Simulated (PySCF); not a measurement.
# Tc (technetium, neutral) across methods

[Kr] 4d6 5s1, high-spin 6D determinant (an excited configuration). Computed with PySCF 2.14 in aug-cc-pwCVDZ-PP with ECP28MDF (6s6p5d3f, 70 functions), with a scalar-relativistic core potential.

```json
{"method": "PBE", "E (hartree)": "-80.4440", "mean ε 4d α (eV)": "-5.316", "mean ε 5s α (eV)": "-4.728", "mean ε 4d β (eV)": "-2.880", "Σ⟨r²⟩ (bohr²)": "50.78", "⟨S²⟩": "8.752"}
{"method": "BLYP", "E (hartree)": "-80.3946", "mean ε 4d α (eV)": "-5.080", "mean ε 5s α (eV)": "-4.528", "mean ε 4d β (eV)": "-2.959", "Σ⟨r²⟩ (bohr²)": "51.12", "⟨S²⟩": "8.753"}
{"method": "CAM-B3LYP", "E (hartree)": "-80.3785", "mean ε 4d α (eV)": "-7.960", "mean ε 5s α (eV)": "-6.188", "mean ε 4d β (eV)": "-5.489", "Σ⟨r²⟩ (bohr²)": "50.54", "⟨S²⟩": "8.754"}
{"method": "MN15", "E (hartree)": "-80.2706", "mean ε 4d α (eV)": "-7.376", "mean ε 5s α (eV)": "-5.913", "mean ε 4d β (eV)": "-5.135", "Σ⟨r²⟩ (bohr²)": "50.55", "⟨S²⟩": "8.755"}
{"method": "LDA", "E (hartree)": "-80.2522", "mean ε 4d α (eV)": "-5.452", "mean ε 5s α (eV)": "-4.951", "mean ε 4d β (eV)": "-2.933", "Σ⟨r²⟩ (bohr²)": "50.80", "⟨S²⟩": "8.752"}
{"method": "PBE0", "E (hartree)": "-80.4239", "mean ε 4d α (eV)": "-6.725", "mean ε 5s α (eV)": "-5.291", "mean ε 4d β (eV)": "-4.032", "Σ⟨r²⟩ (bohr²)": "50.33", "⟨S²⟩": "8.752"}
{"method": "UHF", "E (hartree)": "-79.81970", "mean ε 4d α (eV)": "-10.563", "mean ε 5s α (eV)": "-6.486", "mean ε 4d β (eV)": "-6.760", "Σ⟨r²⟩ (bohr²)": "50.89", "⟨S²⟩": "8.755"}
{"method": "B3LYP", "E (hartree)": "-80.4558", "mean ε 4d α (eV)": "-6.365", "mean ε 5s α (eV)": "-5.143", "mean ε 4d β (eV)": "-3.994", "Σ⟨r²⟩ (bohr²)": "50.67", "⟨S²⟩": "8.754"}
{"method": "r2SCAN", "E (hartree)": "-80.4652", "mean ε 4d α (eV)": "-5.615", "mean ε 5s α (eV)": "-4.994", "mean ε 4d β (eV)": "-2.765", "Σ⟨r²⟩ (bohr²)": "50.07", "⟨S²⟩": "8.754"}
```

Energies and moments cover only the electrons outside the core potential.
